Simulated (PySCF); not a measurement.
Gas-phase reaction: CSe₂ + 3 H₂ + 3 CH₂ → 2 Se(CH₃)₂

Method: PySCF energies plus ideal-gas RRHO corrections (1 bar). † marks an energy on the PBE0/def2-TZVP geometry and frequencies; other levels use their own. MP2 and CCSD(T) freeze the core. 6-31G* has spherical d functions here. Open shells (unrestricted): CH₂ (multiplicity 3); the rest are closed-shell singlets. Se: all electrons, no relativistic terms. MP2 isn't extrapolated to the basis-set limit. CCSD(T) isn't extrapolated to the basis-set limit.

```csv
level,"ΔH°(298 K), kJ"
BLYP/def2-TZVP†,-1297
CCSD(T)/def2-SVP†,-1329
HF/6-31G*,?
HF/def2-TZVP†,?
MP2/def2-SVP†,-1329
MP2/def2-TZVPP†,?
PBE/def2-SVP,-1425
PBE0/def2-QZVP†,?
```

Q: Fill in the missing entries.

A: 
- HF/6-31G*, ΔH°(298 K), kJ: -1064
- HF/def2-TZVP†, ΔH°(298 K), kJ: -1045
- MP2/def2-TZVPP†, ΔH°(298 K), kJ: -1390
- PBE0/def2-QZVP†, ΔH°(298 K), kJ: -1422
